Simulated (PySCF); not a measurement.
Compounds:

A. `N=C1CCC(F)CC1`
B. SMILES C(F)(F)(Cl)C1OCCCO1
C. `C=C[SiH2]/C(F)=C/C#CC#N`
D. `InChI=1S/C8H9ClOSi/c1-5-6(8(9)10)3-2-4-7(5)11/h2-4H,1,11H3`

Spectrum 1. 1H NMR (400 MHz, computed): δ 6.72 (m, 1H), 6.46 (m, 1H), 6.32 (m, 1H), 5.41 (m, 1H), 4.76 (m, 2H). 13C{1H} NMR (computed): δ 199.4 (C), 149.7 (CH2), 135.2 (CH), 111.5 (C), 106.8 (CH), 83.5 (C), 76.8 (C).

Spectrum 2. 1H NMR (400 MHz, computed): δ 8.81 (d, 1H), 8.09 (d, 1H), 7.61 (m, 1H), 4.63 (s, 3H), 2.85 (s, 3H). 13C{1H} NMR (computed): δ 177.9 (C), 156.6 (C), 149.5 (CH), 145.0 (CH), 137.2 (C), 135.0 (C), 130.7 (CH), 27.6 (CH3).

Spectrum 3. 1H NMR (400 MHz, computed): δ 4.99 (m, 1H), 4.30 (m, 2H), 4.03 (m, 2H), 2.24 (m, 1H), 1.06 (m, 1H). 13C{1H} NMR (computed): δ 143.5 (C), 98.8 (CH), 64.5 (CH2), 28.3 (CH2).

Spectrum 4. 1H NMR (400 MHz, computed): δ 10.17 (br s, 1H), 5.03 (m, 1H), 2.91 (m, 1H), 2.78 (m, 1H), 2.40 (m, 1H), 2.40 (m, 1H), 2.29 (m, 1H), 1.77 (m, 1H), 1.59 (m, 1H), 1.54 (m, 1H). 13C{1H} NMR (computed): δ 182.8 (C), 89.9 (CH), 39.4 (CH2), 36.9 (CH2), 36.7 (CH2), 36.5 (CH2).

- shieldings: GIAO PBE0/pcSseg-1
- geometry from GFN2-xTB
- program: PySCF 2.14.0 with density-fitted response routines
- no solvent model, single conformer, relativity neglected, averaged over atoms made equivalent by symmetry, fast rotation or ring inversion

Referencing at the same level of theory: 1H, 13C against TMS. Splittings of carbon signals by F and P are missing where no couplings were computed. Where no couplings were computed, multiplicities follow the n + 1 count of equivalent neighbours, and m marks all less simple cases (inequivalent or close neighbours, rings, F or P nearby). Shifts are as computed. Against solution values, carbons near 30 ppm lie about +3 ppm off and those near 130 ppm about +5 ppm; carbons on Cl a further +6 ppm. Of 1211 compounds with measured shifts, 218 miss one by over three times the rms of a fit or turn the order of signals round; such compounds aren't used in these exercises. Carbons bonded to Cl come out too deshielded. OH and NH positions are gas-phase values without hydrogen bonding to other molecules.

Problem. Match each spectrum to its structure.

Solution. 1–C, 2–D, 3–B, 4–A.

- Spectrum 1 (C): 7 13C signals; δC 149.7 is a terminal =CH2 carbon; δC 135.2 is an alkene CH.
- Spectrum 2 (D): 8 13C signals; δC 130.7 is an aromatic CH; δC 27.6 is a methyl carbon on an aromatic ring.
- Spectrum 3 (B): 4 13C signals; δC 143.5 is a fully substituted sp3 carbon bonded to Cl and 2 F; δC 98.8 is an sp3 carbon bearing two oxygens.
- Spectrum 4 (A): 6 13C signals; δC 89.9 is an sp3 CH bonded to F; δC 39.4 is an sp3 CH2 in a ring.
